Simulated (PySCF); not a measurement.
sulfur tetrafluoride (F4S), SMILES FS(F)(F)F. The structure is a stationary point at PBE0-D3(BJ)/def2-SVP.

Level of theory: PBE0-D3(BJ)/def2-SVP (PySCF 2.14.0).

Harmonic wavenumbers (cm⁻¹): 217, 346, 449, 517, 518, 602, 834, 886, 907. Rotational constants (GHz): 6.417, 4.007, 3.148; symmetry number 2.

Question: Work out the zero-point energy and the ideal-gas rigid-rotor harmonic-oscillator thermochemistry at 298.15 K and 1 atm.

Answer: ZPE = ½ Σ hcν = ½ × 5276 cm⁻¹ = 31.56 kJ/mol. H − E(el) = 46.53 kJ/mol. Entropy in J/(mol K): translation 167.15, rotation 102.13, vibration 25.56, total 294.84. G − E(el) = -41.38 kJ/mol. Cp = 74.34 J/(mol K).
